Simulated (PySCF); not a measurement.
A structure optimised at PBE-D3(BJ)/def2-SVP, used in a PySCF frequency run:

```xyz
11

C      1.2767    -1.3182     0.1222
Si    -0.0266     0.0115     0.0042
N     -1.4246    -0.6011    -0.7775
O     -0.5576     0.6267     1.4674
F      0.6858     1.2899    -0.7669
H      1.5305    -1.7162    -0.8819
H      0.9248    -2.1611     0.7491
H      2.2111    -0.9194     0.5653
H     -1.3479    -1.2215    -1.5843
H     -2.2880    -0.0554    -0.7974
H     -0.0577     1.4066     1.7632
```
Charge 0, spin multiplicity 1.

Q: Write its SMILES and formula.

A: C[Si](N)(O)F, CH₆FNOSi

Q: What are its rotational constants (standard atomic weights)?

A: 3.7261, 3.6053, 3.2804 GHz
